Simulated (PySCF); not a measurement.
From one molecule to another.

First species: BGeH₇O₃Si.
InChI=1S/BGeH7O3Si/c3-1(4)2-5-6/h3-4H,2H2,6H3

Second species: SiHEt3, C₆H₁₆Si.
SMILES: `[H][Si](CC)(CC)CC`

Levels: CAM-B3LYP/def2-SVPD for HOMO energy, LUMO energy, HOMO–LUMO gap and static isotropic polarisability; TDDFT CAM-B3LYP/def2-SVPD for lowest singlet excitation; TDA CAM-B3LYP/def2-SVPD for lowest triplet excitation (Tamm–Dancoff). Geometries: PBE0-D3(BJ)/def2-SVP. All species are isolated and taken at one optimised geometry, non-relativistic unless stated; the electronic structure was computed with PySCF and density fitting.

Dipoles, sizes and rotational constants follow the conformer. The torsions of the flexible species, by atom-mapped SMILES:
- `[OH:1][B:2]([OH:3])[GeH2:4][O:5][SiH3:6]`: O1–B2–Ge4–O5 65°, B2–Ge4–O5–Si6 -176°, H–O1–B2–O3 2°, H–O3–B2–O1 -1°

```
                                property  column X  column Y
                             HOMO energy  -9.23 eV  -9.42 eV
                             LUMO energy   1.40 eV   0.00 eV
                           HOMO–LUMO gap  10.63 eV   9.42 eV
               lowest singlet excitation   7.72 eV   6.30 eV
lowest triplet excitation (Tamm–Dancoff)   7.53 eV   5.49 eV
         static isotropic polarisability  101.0 au   83.8 au
```

(1) Which column belongs to which species?

(2) How does each property change from the first species to the second?

Answers

(1) Column X is the second species and column Y the first. The first has 13 atoms and 82 electrons, the second 23 and 66.

(2) HOMO energy +0.19 eV; LUMO energy +1.40 eV; HOMO–LUMO gap +1.21 eV; lowest singlet excitation +1.42 eV; lowest triplet excitation (Tamm–Dancoff) +2.04 eV; static isotropic polarisability +17.2 au.

On the first: No computed singlet falls in the visible range (750 to 380 nm, 1.65 to 3.26 eV); S1 lies 3.04 eV above its blue end. In wavenumbers S1 is 50800 cm⁻¹ (1 eV = 8065.54 cm⁻¹). Relativistic effects, spin–orbit coupling among them, are left out although an element past zinc is present.

On the second: S1 lies 2.91 eV below the HOMO–LUMO gap. The principal polarisabilities are 87.9, 107.5 and 107.6 au; their mean is the isotropic value.
